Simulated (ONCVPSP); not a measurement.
## Yb: one change to an ONCV potential, before and after

* Element: Yb
* Generator: ONCVPSP 4.0.1
* Type: optimised norm-conserving Vanderbilt (ONCV)
* Functional: PBEsol
* Relativity: scalar-relativistic
* Frozen core: [Kr] 4d10 4f13
* Valence charge: 11
* Reference configuration: 5s2 5p6 5d1 6s2
* Partial waves: 5s+6s: rc 1.85 bohr, ncon 4, nbas 7, qcut 6.1 1/bohr, 2 projectors; 5p: rc 1.50 bohr, ncon 4, nbas 9, qcut 4.3 1/bohr, 2 projectors, debl 1 Ha; 5d: rc 3.05 bohr, ncon 5, nbas 9, qcut 4.1 1/bohr, 2 projectors, debl 1.4 Ha
* Local potential: polynomial inside 1.35 bohr (lpopt 5, dvloc0 3 Ha)
* Core correction: Teter function fitted to the true core (icmod 2), fcfact 0.65

In the p channel the program set the typed energies aside and used -1.141, 0.250 Ha.

All-electron outer shells of the reference configuration (PBEsol, scalar-relativistic, ld1.x):

```json
{"shell": "5s", "level (eV)": "-59.37", "outermost node (bohr)": "0.58", "outermost maximum (bohr)": "1.07"}
{"shell": "5p", "level (eV)": "-31.04", "outermost node (bohr)": "0.62", "outermost maximum (bohr)": "1.21"}
{"shell": "4f", "level (eV)": "-9.64", "outermost node (bohr)": "–", "outermost maximum (bohr)": "0.48"}
{"shell": "6s", "level (eV)": "-4.59", "outermost node (bohr)": "1.44", "outermost maximum (bohr)": "3.08"}
{"shell": "5d", "level (eV)": "-1.88", "outermost node (bohr)": "0.70", "outermost maximum (bohr)": "1.85"}
```

Change: local potential polynomial inside 1.35 bohr (lpopt 5, dvloc0 6.5 Ha).

Cutoffs: the cutoffs (Ha) at which the residual kinetic energy of the hardest occupied pseudo-wave falls to 1 and 0.1 mHa per electron; they do not see the model core or the augmentation charge, which bear on the density cutoff. Errors are all-electron minus pseudo energies relative to the spin-unpolarised reference configuration.

Q: Predict the effect on cutoff, ghosts and configuration errors.

A: The potential gets neither clearly harder nor softer (74 Ha and 121 Ha → 74 Ha and 121 Ha); the errors of the 3 common tests hardly move; the range in which the p phases agree narrows (upper end at the end of the scan → 3.6); neither file shows a bound ghost.

| quantity | base | changed |
| --- | --- | --- |
| cutoff, loose | 74 Ha | 74 Ha |
| cutoff, tight | 121 Ha | 121 Ha |
| bound ghosts | none | none |
| GHOST(+) flags under 300 eV | s at 186.4 eV | p at 145.8 eV |
| tests counted as reliable (solved cleanly; for ONCVPSP, near-neutral configurations with less than one 5d electron left out) | 3 of 4 | 3 of 4 |
| error for 5s2 5p6 5d1 6s1, meV [ΔE 7.28 eV] | -0.9 | -0.9 |
| error for 5s2 5p6 5d1 6s0, meV [ΔE 20.33 eV] | +12 | +12 |
| error for 5s2 5p5 5d1 6s2, meV [ΔE 36.40 eV] | -299 | -297 |
| s: phases at 1.88 bohr within 0.05 rad from the reference energy up to (Ha; the scan ends near 5) | to the end of the scan | 4.6 |
| p: phases at 1.52 bohr within 0.05 rad from the reference energy up to (Ha; the scan ends near 5) | to the end of the scan | 3.6 |
| d: phases at 3.10 bohr within 0.05 rad from the reference energy up to (Ha; the scan ends near 5) | 3.4 | 3.3 |
| rms error of d²Exc/dni dnj with the model core, mHa | 0.74 | 0.74 |
